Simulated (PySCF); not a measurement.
**SnAs: from constants to spectrum**

r²SCANh constants of SnAs, ²Π (doublet), unpaired electrons π ↑ (basis Sn def2-SVP with ECP28, As def2-SVP; scalar-relativistic core potentials; PySCF 2.14; masses 119.9022 and 74.9216 u):

| Item | Value |
| --- | --- |
| ωe | 284.4 cm⁻¹ |
| ωexe | 1.12 cm⁻¹ |
| Be | 0.061288 cm⁻¹ |
| αe | 0.000219 cm⁻¹ |
| De to Sn + As | 2.55 eV |

Question: What force constant and bond length do these constants imply?

Answer: Reduced mass μred = 46.110 u; k = 5.8918×10⁻⁷·μred·ωe² (u, cm⁻¹, mdyn/Å) = 2.20 mdyn/Å; Re = √(16.8576/(μred·Be)) (u, cm⁻¹, Å) = 2.442 Å.

Question: Estimate the centrifugal constant D from the Kratzer relation and find the Dunham coefficient a1.

Answer: D = 4Be³/ωe² = 1.14e-08 cm⁻¹; a1 = −1 − αeωe/(6Be²) = -3.76.

These are scalar-relativistic numbers at best; spin–orbit coupling would shift them, the dissociation energy most. The state was picked by a PBE0 search and need not be the measured ground state.
